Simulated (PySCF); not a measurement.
## Field gradients at the hydrogen positions

Compound: C₂H₆AlAs.
Cartesian coordinates in Å at the PBE0-D3(BJ)/def2-SVP level; atoms count from 1:
```xyz
10
C2H6AlAs angstrom
C      1.6871   -2.0534    0.2382
C      1.4499   -0.8789   -0.0047
Al     1.0085    0.9716   -0.3858
As    -1.5347    0.5342    0.0967
H      1.9121   -3.0840    0.4505
H      0.9040    1.4079   -1.9152
H      1.2981    2.0498    0.7518
H     -2.2167   -0.5329   -0.7234
H     -1.8864    0.0002    1.4635
H     -2.6132    1.5897    0.0057
```

Level: PBE0/pcSseg-1 (PySCF, non-relativistic); Q(2H) = 0.00286 b; rigid geometry, the same for H and D, with no vibrational averaging.

Question: Rank these positions by the coupling χzz of a deuteron there, largest first.
A. H9 (hydrogen on arsenic)
B. H7 (Al–H hydrogen)
C. H5 (alkyne hydrogen)

Answer: C (229 kHz), A (105 kHz), B (73 kHz).

What are Vzz, η and χzz (234.96 MHz × Q × Vzz) at all hydrogens?

```json
{"atom": "H5", "bonded to": "C1", "bond length (Å)": "1.076", "Vzz (au)": "0.3404", "η": "0.01", "χzz (kHz)": "229"}
{"atom": "H6", "bonded to": "Al3", "bond length (Å)": "1.594", "Vzz (au)": "0.1083", "η": "0.05", "χzz (kHz)": "73"}
{"atom": "H7", "bonded to": "Al3", "bond length (Å)": "1.594", "Vzz (au)": "0.1083", "η": "0.06", "χzz (kHz)": "73"}
{"atom": "H8", "bonded to": "As4", "bond length (Å)": "1.509", "Vzz (au)": "0.1560", "η": "0.05", "χzz (kHz)": "105"}
{"atom": "H9", "bonded to": "As4", "bond length (Å)": "1.509", "Vzz (au)": "0.1560", "η": "0.05", "χzz (kHz)": "105"}
{"atom": "H10", "bonded to": "As4", "bond length (Å)": "1.512", "Vzz (au)": "0.1545", "η": "0.05", "χzz (kHz)": "104"}
```

Average by the element that carries the hydrogen.

on C: 229 kHz over 1 position, mean bond length 1.076 Å; on Al: 73 kHz over 2 positions, mean bond length 1.594 Å; on As: 105 kHz over 3 positions, mean bond length 1.510 Å.

A static deuteron (I = 1) shows a doublet split by (3/2)χ, (3/4)χ(1 + η) and (3/4)χ(1 − η) with the field along z, y and x of the gradient. What are these for H9?

With |χ| = 104.8 kHz and η = 0.051: 157, 83 and 75 kHz, to first order and without motion.

Isolated species at its PBE0-D3(BJ)/def2-SVP geometry, gas phase. The calculation is non-relativistic, for arsenic too. The basis is small and wasn't made for field gradients, so the couplings can be 20 % off.

These values come from a run that also computed NMR shieldings. The run took 9.6 s on an Arm Neoverse V2 with one thread, shared host.
